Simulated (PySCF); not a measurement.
A side-by-side comparison of computed properties.

First species: C2H14OSi5.
SMILES with atom numbers: `[CH3:1][Si@@H:2]1[Si@H:3]([CH3:4])[SiH2:5][Si@@H:6]1[O:7][SiH3:8]` (hydrogens: H9, H10, H11 on C1; H12 on Si2; H13 on Si3; H14, H15, H16 on C4; H17, H18 on Si5; H19 on Si6; H20, H21, H22 on Si8)

Structure used (GFN2-xTB), in Å, numbered top down from 1:
```xyz
22
C2H14OSi5 angstrom
C      0.3929    1.2014   -2.1415
Si     0.2001   -0.6390   -1.6655
Si    -1.7426   -1.1005   -0.3593
C     -2.5600    0.5204    0.2418
Si    -0.3819   -2.0813    1.3187
Si     1.5352   -1.3751    0.1481
O      2.1565   -0.0537    0.9129
Si     2.0455    1.4070    1.5742
H      1.3376    1.3914   -2.6443
H     -0.4025    1.5426   -2.7992
H      0.3705    1.8203   -1.2483
H      0.3596   -1.3761   -2.9387
H     -2.8633   -1.8775   -0.9308
H     -3.3304    0.3375    0.9856
H     -3.0195    1.0692   -0.5755
H     -1.8169    1.1714    0.6947
H     -0.5902   -1.6368    2.7076
H     -0.5159   -3.5440    1.4322
H      2.7778   -2.1533    0.0356
H      2.4420    2.3780    0.5555
H      2.9448    1.3965    2.7223
H      0.6503    1.6209    1.9730
```

Second species: C3H10OSSi2.
InChI=1S/C3H10OSSi2/c1-3-7(2)5-6-4/h3-4,7H,1,6H2,2H3/t7-/m0/s1

Levels: PBE0/pcSseg-1 for dipole moment, HOMO energy, LUMO energy and HOMO–LUMO gap; GFN2-xTB for rotational constant A and rotational constant C. Geometries: GFN2-xTB. All species are isolated and taken at one optimised geometry, non-relativistic unless stated. Electronic properties by PySCF.

The conformers computed, where there is a choice (atom-mapped SMILES and torsion angles):
- `[CH3:1][Si@@H:2]1[Si@H:3]([CH3:4])[SiH2:5][Si@@H:6]1[O:7][SiH3:8]`: Si5–Si6–O7–Si8 -50°
- `[CH2:1]=[CH:2][Si@H:3]([CH3:4])[S:5][SiH2:6][OH:7]`: C1–C2–Si3–C4 122°, C2–Si3–S5–Si6 171°, Si3–S5–Si6–O7 169°, H–O7–Si6–S5 -4°

Q: Which of the two has the higher LUMO energy, and by how much?

A: The second: -0.46 eV against -1.68 eV, a difference of 1.22 eV.

Q: Which has the higher dipole moment?

A: The second: 1.48 D against 1.19 D, a difference of 0.29 D.

Q: Which of the two has the higher HOMO energy, and by how much?

A: The first: -6.94 eV against -7.24 eV, a difference of 0.30 eV.

Q: Which has the higher rotational constant A?

A: The second: 2.759 GHz against 0.953 GHz, a difference of 1.806 GHz.

Q: Which of the two has the higher HOMO–LUMO gap, and by how much?

A: The second: 6.78 eV against 5.26 eV, a difference of 1.52 eV.

Q: Which of the two has the higher rotational constant C, and by how much?

A: The second: 0.636 GHz against 0.575 GHz, a difference of 0.061 GHz.

On the first: The dipole matches unit charges of opposite sign 0.25 Å apart (1 e·Å = 4.8032 D). A dipole of 1.19 D is allowed in C1, and pure rotational transitions are dipole-allowed.

On the second: The dipole matches unit charges of opposite sign 0.31 Å apart (1 e·Å = 4.8032 D).
